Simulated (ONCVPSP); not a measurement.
**Sb: excitation energies, all-electron against ONCV**

```json
{
  "Element": "antimony (Sb)",
  "Generator": "ONCVPSP 4.0.1",
  "Type": "optimised norm-conserving Vanderbilt (ONCV)",
  "Functional": "BLYP",
  "Relativity": "scalar-relativistic",
  "Frozen core": "[Ar] 3d10 4s2",
  "Valence charge": "21",
  "Reference configuration": "4p6 4d10 5s2 5p3",
  "Partial waves": "5s: rc 1.50 bohr, ncon 3, nbas 6, qcut 4 1/bohr, local; 4p+5p: rc 1.55 bohr, ncon 5, nbas 9, qcut 11.2 1/bohr, 2 projectors; 4d: rc 1.60 bohr, ncon 5, nbas 9, qcut 11.9 1/bohr, 2 projectors, debl 2.9 Ha",
  "Local potential": "the s channel",
  "Core correction": "Teter function, fcfact 2, rcfact 1.45"
}
```

Energies are relative to the spin-unpolarised reference configuration 4p6 4d10 5s2 5p3; without spin polarisation the order of configurations can differ from experiment.

```csv
valence configuration,charge,ΔE all-electron (eV),error AE − PS (meV)
4p6 4d10 5s2 5p2,+1,8.197,-1.6
4p6 4d9 5s2 5p3,+1,40.499,+4.8
```

(1) What are ΔE and the potential's error for 4p6 4d10 5s2 5p0?

(2) What are ΔE and the potential's error for 4p6 4d10 5s2 5p1?

Levels in the configuration 4p6 4d10 5s2 5p2:

```tsv
level	all-electron (eV)	pseudo (eV)
4p	-110.023	-110.038
4d	-41.768	-41.772
5s	-20.557	-20.554
5p	-11.897	-11.896
```

## Answers

(1) ΔE = 48.579 eV all-electron; the error (AE − PS) is -1.8 meV.

(2) ΔE = 24.109 eV all-electron; the error (AE − PS) is -3.3 meV.
